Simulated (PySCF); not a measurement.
Run record: geometry optimisation, `CO[Si@@H](O)P`.

Computed with PBE0-D3(BJ)/def2-SVP geometry optimisation, gas phase (PySCF 2.14.0). Start geometry: GFN2-xTB. A driver script takes a list of jobs; this job's settings line and coordinates (Å) are shown.

Command:
```bash
OMP_NUM_THREADS=1 python probes_run.py task.json out
```

Input:
```
{"job": {"xc": "PBE0", "basis": "def2-SVP", "d3": "d3bj", "grid": 1, "shake": 0.01, "kind": "geom"}, "charge": 0, "multiplicity": 1}
C     -1.914430    -0.833320     0.318600
O     -0.546270    -0.797300     0.424940
Si     0.442280     0.330560    -0.154500
O     -0.082430     1.799690     0.277140
P      2.353630    -0.138090     0.924920
H     -2.232650    -1.130530    -0.687370
H     -2.313780    -1.508790     1.055070
H     -2.330620     0.191020     0.489990
H      0.510210     0.315520    -1.593980
H      0.436300     2.567980     0.335000
H      3.151200     0.526990     0.031930
H      2.566250    -1.352000     0.333960
```

**Question.** What does the run print?

**Answer.** 
```
step   0  E = -822.87295720  max force = 0.031383
step   1  E = -822.88243810  max force = 0.007200
step   2  E = -822.88308515  max force = 0.001454
step   3  E = -822.88317731  max force = 0.001713
step   4  E = -822.88323469  max force = 0.000918
step   5  E = -822.88326603  max force = 0.000683
step   6  E = -822.88329751  max force = 0.001293
step   7  E = -822.88336112  max force = 0.002517
step   8  E = -822.88345127  max force = 0.003533
step   9  E = -822.88350190  max force = 0.002462
... (10 lines left out)
step  20  E = -822.88426488  max force = 0.002847
step  21  E = -822.88447439  max force = 0.001271
step  22  E = -822.88463582  max force = 0.000872
step  23  E = -822.88467405  max force = 0.000698
step  24  E = -822.88469694  max force = 0.000452
step  25  E = -822.88472260  max force = 0.000590
step  26  E = -822.88474966  max force = 0.001067
step  27  E = -822.88477948  max force = 0.001071
step  28  E = -822.88480596  max force = 0.000747
step  29  E = -822.88481929  max force = 0.000435
optimisation converged
```

Energies in Eh; «max force» is the largest Cartesian gradient component in Eh/bohr.

**Question.** How much energy does the optimisation release, in eV?

**Answer.** E(step 0) − E(last step) = 0.011862 Eh, which is 0.323 eV.

Summary of the converged run: final energy -822.88482 Eh after 29 steps; dipole 3.01 D.

On Arm Neoverse V1, one thread, shared host with 32 logical CPUs at a one-minute load of 20, this took 2.5 min wall and 0.46 GiB of memory at its peak.
Labels such as C1 count atoms from 1, the log's own numbers from 0.
